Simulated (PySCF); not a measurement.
W(NH)(S)(Cl)(Me) (CH₄ClNSW), SMILES [S]=[W]([Cl])([CH3])=[NH], multiplicity 1.

Geometry optimised at PBE0-D3(BJ)/def2-SVP. The spin state was assumed, not searched. The structure was generated by enumeration; whether it is a known compound was not checked. The def2 effective core potentials stand for the cores of W; spin–orbit coupling is left out.

Two levels are set side by side: PBE/def2-TZVP (PySCF) and r2SCAN/def2-TZVP (PySCF). Same geometry, gas phase. Differences are taken from unrounded values.

```tsv
quantity	r2SCAN	PBE	PBE minus r2SCAN
orbital gap (eV)	3.25	2.93	-0.33
highest occupied level (eV)	-6.66	-6.39	0.28
lowest empty level (eV)	-3.41	-3.46	-0.05
dipole moment (D)	2.17	2.06	-0.12
mean polarisability (bohr³)	92.9	94.3	1.5
```

Rough cost on one machine, each run with all the roots and properties that it gave: r2SCAN against PBE about 3 times.
